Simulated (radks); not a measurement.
The numbers below are computed, except where a source is named.
Problem. All-electron atom: neutral thallium in [Xe] 4f14 5d10 6s1.5 6p1 6d0.5 (fractional occupations, a model configuration). Level of theory: scalar-relativistic Kohn-Sham, LDA (Slater exchange, Perdew-Zunger correlation), spin-polarised, spherical densities, finite nucleus; open shells are filled with parallel spins first (spin-orbit coupling, left out, can overturn this in heavy ions); Fermi nuclear charge, rms radius 5.4759 fm (a radial shooting solver on a logarithmic mesh with Libxc functionals). Some entries of the table are withheld. Estimate them.

orbital,occ.,eigenvalue (eV),r(max) (bohr),<1/r> (bohr^-1)
1s up,1,-85516.23,0.01004,99.30
1s down,1,-85516.21,0.01004,99.30
2s up,1,-15231.38,0.05819,23.32
2s down,1,-15231.37,0.05819,23.32
2p up,3,-13111.66,0.04834,20.59
2p down,3,-13111.65,0.04834,20.59
3s up,1,-3637.717,0.1641,8.642
3s down,1,-3637.705,0.1641,8.642
3p up,3,-3027.310,0.1639,7.846
3p down,3,-3027.298,0.1639,7.846
3d up,5,-2392.249,0.1334,7.373
3d down,5,-2392.239,0.1334,7.373
4s up,1,-813.5341,0.3691,3.719
4s down,1,-813.5163,0.3691,3.719
4p up,3,-613.2813,0.3891,3.348
4p down,3,-613.2614,0.3891,3.348
4d up,5,-378.0510,0.3955,3.008
4d down,5,-378.0287,0.3955,3.008
5s up,1,-134.3365,0.8070,1.555
5s down,1,-134.2917,0.8070,1.555
4f up,7,-117.5536,0.3574,2.605
4f down,7,-117.5288,0.3574,2.605
5p up,3,-79.4194,0.9034,1.325
5p down,3,-79.3553,0.9034,1.326
5d up,5,-18.7962,1.116,0.9497
5d down,5,-18.5630,1.114,0.9555
6s up,1,-12.7498,(1),0.5273
6s down,0.5,-12.0040,(2),0.5314
6p up,1,-4.9004,(3),0.3704
6p down,0,-4.0997,(4),0.3658
7s up,0,-1.5423,6.518,0.1597
7s down,0,-1.2234,6.918,0.1476
6d up,0.5,-0.4688,10.88,0.1009
6d down,0,-0.2902,13.31,0.08106
5f up,0,-0.0088,19.03,0.05021

Solution. 
(1) 6s up r(max) (bohr): 2.055
(2) 6s down r(max) (bohr): 2.040
(3) 6p up r(max) (bohr): 2.755
(4) 6p down r(max) (bohr): 2.751
